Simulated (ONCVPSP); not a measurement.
## Logarithmic derivatives: Ti, ONCV

* Element: Ti
* Generator: ONCVPSP 4.0.1
* Type: optimised norm-conserving Vanderbilt (ONCV)
* Functional: PBE
* Relativity: scalar-relativistic
* Frozen core: [Ne]
* Valence charge: 12
* Reference configuration: 3s2 3p6 3d2 4s1.5 (charge +0.5)
* Partial waves: 3s+4s: rc 1.60 bohr, ncon 4, nbas 7, qcut 6.4 1/bohr, 2 projectors; 3p: rc 1.55 bohr, ncon 4, nbas 8, qcut 11.2 1/bohr, 2 projectors, debl 3.4 Ha; 3d: rc 2.10 bohr, ncon 3, nbas 8, qcut 8.5 1/bohr, 1 projector
* Local potential: polynomial inside 1.30 bohr (lpopt 5, dvloc0 0 Ha)
* Core correction: Teter function, fcfact 3.75, rcfact 1.35

The phase is arctan(r·R′/R) of the radial function R(r), unwrapped; energies in Ha, scanned from -4 to 5 Ha. A pole is an energy at which the radial function vanishes at the test radius. The pseudo phase is shifted by a multiple of π to meet the all-electron one at the reference energy, and phase errors are pseudo minus all-electron; the curves can meet again beyond the range given. Levels narrower than the energy grid can be missing from the lists of poles.

```json
{"channel": "s", "radius (bohr)": "1.62", "reference energy (Ha)": "-0.27", "poles, all-electron": "-1.92", "poles, pseudo": "-1.92", "unbroken range about the reference energy with phases within 0.05 rad": "the whole range", "phase error 1 Ha above the reference energy (rad)": "-0.000"}
{"channel": "p", "radius (bohr)": "1.57", "reference energy (Ha)": "-1.56", "poles, all-electron": "-0.81", "poles, pseudo": "-0.81", "unbroken range about the reference energy with phases within 0.05 rad": "the whole range", "phase error 1 Ha above the reference energy (rad)": "-0.000"}
{"channel": "d", "radius (bohr)": "2.13", "reference energy (Ha)": "-0.28", "poles, all-electron": "0.03, 3.63", "poles, pseudo": "0.03, 4.65", "unbroken range about the reference energy with phases within 0.05 rad": "below 0.6", "phase error 1 Ha above the reference energy (rad)": "+0.077"}
```

Phases in the p channel:

```json
{"E (Ha)": "-3.98", "all-electron": "1.161", "pseudo": "1.161"}
{"E (Ha)": "-3.74", "all-electron": "1.123", "pseudo": "1.123"}
{"E (Ha)": "-3.50", "all-electron": "1.075", "pseudo": "1.075"}
{"E (Ha)": "-3.26", "all-electron": "1.008", "pseudo": "1.008"}
{"E (Ha)": "-3.02", "all-electron": "0.912", "pseudo": "0.911"}
{"E (Ha)": "-2.78", "all-electron": "0.761", "pseudo": "0.760"}
{"E (Ha)": "-2.54", "all-electron": "0.504", "pseudo": "0.504"}
{"E (Ha)": "-2.30", "all-electron": "0.061", "pseudo": "0.061"}
{"E (Ha)": "-2.06", "all-electron": "-0.517", "pseudo": "-0.517"}
{"E (Ha)": "-1.82", "all-electron": "-0.962", "pseudo": "-0.962"}
{"E (Ha)": "-1.58", "all-electron": "-1.223", "pseudo": "-1.223"}
{"E (Ha)": "-1.34", "all-electron": "-1.379", "pseudo": "-1.379"}
{"E (Ha)": "-1.10", "all-electron": "-1.482", "pseudo": "-1.482"}
{"E (Ha)": "-0.86", "all-electron": "-1.558", "pseudo": "-1.558"}
{"E (Ha)": "-0.62", "all-electron": "-1.617", "pseudo": "-1.617"}
{"E (Ha)": "-0.38", "all-electron": "-1.668", "pseudo": "-1.668"}
{"E (Ha)": "-0.14", "all-electron": "-1.714", "pseudo": "-1.714"}
{"E (Ha)": "0.10", "all-electron": "-1.760", "pseudo": "-1.760"}
{"E (Ha)": "0.34", "all-electron": "-1.806", "pseudo": "-1.806"}
{"E (Ha)": "0.58", "all-electron": "-1.856", "pseudo": "-1.856"}
{"E (Ha)": "0.82", "all-electron": "-1.913", "pseudo": "-1.913"}
{"E (Ha)": "1.06", "all-electron": "-1.982", "pseudo": "-1.982"}
{"E (Ha)": "1.30", "all-electron": "-2.068", "pseudo": "-2.069"}
{"E (Ha)": "1.54", "all-electron": "-2.183", "pseudo": "-2.183"}
{"E (Ha)": "1.78", "all-electron": "-2.341", "pseudo": "-2.341"}
{"E (Ha)": "2.02", "all-electron": "-2.565", "pseudo": "-2.565"}
{"E (Ha)": "2.26", "all-electron": "-2.874", "pseudo": "-2.874"}
{"E (Ha)": "2.50", "all-electron": "-3.245", "pseudo": "-3.245"}
{"E (Ha)": "2.74", "all-electron": "-3.596", "pseudo": "-3.596"}
{"E (Ha)": "2.98", "all-electron": "-3.865", "pseudo": "-3.866"}
{"E (Ha)": "3.22", "all-electron": "-4.055", "pseudo": "-4.056"}
{"E (Ha)": "3.46", "all-electron": "-4.188", "pseudo": "-4.189"}
{"E (Ha)": "3.70", "all-electron": "-4.284", "pseudo": "-4.285"}
{"E (Ha)": "3.94", "all-electron": "-4.356", "pseudo": "-4.357"}
{"E (Ha)": "4.18", "all-electron": "-4.411", "pseudo": "-4.412"}
{"E (Ha)": "4.42", "all-electron": "-4.456", "pseudo": "-4.457"}
{"E (Ha)": "4.66", "all-electron": "-4.492", "pseudo": "-4.493"}
{"E (Ha)": "4.90", "all-electron": "-4.522", "pseudo": "-4.524"}
```
